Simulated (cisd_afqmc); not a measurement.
Input (AFQMC/CISD/cc-pV(T+d)Z; cisd_afqmc is a phaseless AFQMC code with CISD trial states that reads the integrals written by Ansatz): A basis named .json is the Basis Set Exchange file of that set.

Ansatz 0.2 input:
```python
import cisd_afqmc

open("ham.yaml", "w").write("""\
crystal:
  periodic: [false, false, false]
  atoms:
    - {symbol: N, position_ang: [0.81229891, -1.24398717, -0.44928615]}
    - {symbol: C, position_ang: [-0.07408442, -0.30275266, -0.02425370]}
    - {symbol: N, position_ang: [-1.30854818, -0.78398026, 0.28682443]}
    - {symbol: S, position_ang: [0.31981787, 1.30696458, 0.10470174]}
    - {symbol: H, position_ang: [0.67396998, -2.21348833, -0.21131432]}
    - {symbol: H, position_ang: [1.76261048, -0.93339866, -0.55416961]}
    - {symbol: H, position_ang: [-1.62198387, -1.66065593, -0.09904577]}
    - {symbol: H, position_ang: [-2.01343108, -0.09160235, 0.47205614]}
basis:
  gaussian:
    orbitals: cc-pV_T+d_Z.json
magnetization: {spin_polarized: false}
correlation: {method: ccsd, electrons: outside_noble_gas, hamiltonian_folder: ham}
""")
rep = cisd_afqmc.ansatz("ham.yaml")
e_ccsd = rep["correlation"]["coupled_cluster"]["energy"]["hartree"]
out = cisd_afqmc.run("ham", e_ccsd, trial="CISD", walkers=1000, populations=1, threads=12, dt=0.005, steps=40, early=24, settle=10, least=100,
    cut=5e-5, rank_cut=2e-4, target=0.0004, seconds=1500, seed=4, memory=62639, gpu=True)
```

Output:

```
orbitals 177, occupied [12], factors 953 of 1070, rank of the doubles 635 of 1980
E(HF) = -546.717330
E(CCSD) on the cut factors = -547.493381, shift to the whole factors -0.000007
Energy of the trial state on the determinant = -547.493352
  tau behind 7.2 of longer steps, mean of the populations' last blocks
   2.0  -547.53604
   4.0  -547.52793
   6.0  -547.53044
   8.0  -547.53207
  10.0  -547.53044
  12.0  -547.53304
  14.0  -547.52937
  16.0  -547.52841
  18.0  -547.53099
  20.0  -547.53216
  22.0  -547.53316
  24.0  -547.53412
  26.0  -547.53342
  28.0  -547.53192
  30.0  -547.53395
  32.0  -547.53320
  34.0  -547.52781
  36.0  -547.53040
  38.0  -547.53105
  40.0  -547.53226
  42.0  -547.52910
  44.0  -547.53314
  46.0  -547.53256
  48.0  -547.53491
  50.0  -547.53047
  52.0  -547.53670
  54.0  -547.52979
  56.0  -547.53201
  58.0  -547.53032
blocks 288 (0 outliers left out), error by blocks joined: 1: 0.00020, 2: 0.00024, 4: 0.00030, 8: 0.00034, 16: 0.00040
E(AFQMC/CISD) = -547.53163 +/- 0.00040
```
